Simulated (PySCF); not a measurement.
Stepwise substitution at one centre (Ge OCH3-I). All species are isolated molecules in the gas phase. One relaxed conformer stands for each flexible species; it need not be the lowest. Strings in code marks are SMILES.

All values below come from M06-2X/def2-TZVP // PBE0-D3(BJ)/def2-SVP run with PySCF 2.14.0. Excitations are Tamm–Dancoff values on a coarser integration grid. The basis has no diffuse functions, so Rydberg states are missing or too high.

```tsv
species	T1 excitation (TDA) (eV)	LUMO (eV)
0 of 4 OCH3 replaced by I (`[O](C)[Ge]([O]C)([O]C)[O]C`)	7.04	–
1 of 4 OCH3 replaced by I (`[Ge]([I])([O]C)([O]C)[O]C`)	5.42	–
2 of 4 OCH3 replaced by I (`C[O][Ge]([I])([O]C)[I]` (C–O–Ge–I torsion -63°, I–Ge–O–C torsion -178°))	4.45	-1.14
3 of 4 OCH3 replaced by I (`C[O][Ge]([I])([I])[I]` (C–O–Ge–I torsion 180°))	3.90	-1.95
4 of 4 OCH3 replaced by I (`[I][Ge]([I])([I])[I]`)	–	-2.58
```
